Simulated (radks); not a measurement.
The numbers below are computed, except where a source is named.
Ionisation of neutral krypton, [Kr], to [Ar] 3d10 4s2 4p5 as the strength of local exchange is varied. Code: a radial shooting solver on a logarithmic mesh with Libxc functionals. Model: scalar-relativistic Kohn-Sham, Slater X-alpha exchange (alpha = 2/3 is LDA exchange), no correlation, spin-polarised, spherical densities, point nucleus.

alpha  E(Kr) (hartree)  exchange (hartree)  IE (eV)  -e of the level emptied (eV)  <r> of it (bohr)
0.595      -2773.93430           -79.75728   11.993                    7.326 (4p)             1.998
0.601      -2774.73962           -80.58449   12.065                    7.392 (4p)             1.995
0.667      -2783.61325           -89.71376   12.868                    8.133 (4p)             1.964
0.742      -2793.73055          -100.15470   13.809                    9.008 (4p)             1.931
0.753      -2795.21743          -101.69200   13.950                    9.139 (4p)             1.926
0.778      -2798.59955          -105.19155   14.271                    9.440 (4p)             1.915
0.871      -2811.21588          -118.27897   15.496                   10.591 (4p)             1.877
x          -2775.81374           -81.68813   12.161                    7.480 (4p)             1.991

Which alpha was used in the last row?

Answer. alpha = 0.609. NIST Atomic Spectra Database: 14.000 eV (measured). The Delta-SCF value meets it near alpha = 0.76. Open shells are spherical and high-spin; term and fine-structure splittings are not resolved.
